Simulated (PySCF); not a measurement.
C2Cl3, SMILES Cl[C]=C(Cl)Cl, multiplicity 2. Atoms are numbered in the order given.

```xyz
5

Cl    -0.3536     2.3463     0.0000
C     -0.7651     0.7315     0.0000
C     -0.1152    -0.4192     0.0000
Cl     1.6286    -0.5241     0.0000
Cl    -0.9644    -1.9325     0.0000
```
Charge 0, spin multiplicity 2.

The structure is a stationary point at B3LYP-D3(BJ)/def2-SVP. The isomer is the one that the SMILES or the coordinates give; other isomers of the formula were not compared.

Method: PBE/pcH-1 run with PySCF.

Unrestricted Kohn–Sham, ⟨S²⟩ = 0.758. Hyperfine tensors hold the contact and dipolar terms, without spin-orbit corrections.

### Question
Estimate the hyperfine couplings. (Estimate from the structure and the level; the computed values follow.)

### Answer

| nucleus | A(iso) (MHz) | A(iso) (G) | dipolar principal values (MHz) |
|---|---|---|---|
| 35Cl no. 1 | 21.1 | 7.5 | -36.4, -27.3, 63.7 |
| 13C no. 2 | 447.9 | 159.8 | -69.9, -49.6, 119.4 |
| 13C no. 3 | 67.5 | 24.1 | -18.9, 0.3, 18.6 |
| 35Cl no. 4 | 9.2 | 3.3 | -18.8, -14.4, 33.2 |
| 35Cl no. 5 | 5.5 | 2.0 | -8.5, -4.0, 12.5 |

### Question
And the g tensor (effective nuclear charges for spin-orbit coupling, GIAO)? (An estimate is asked for; the answer gives what the named calculation found.)

### Answer
principal values 2.0019, 2.0051, 2.0059; isotropic 2.0043.
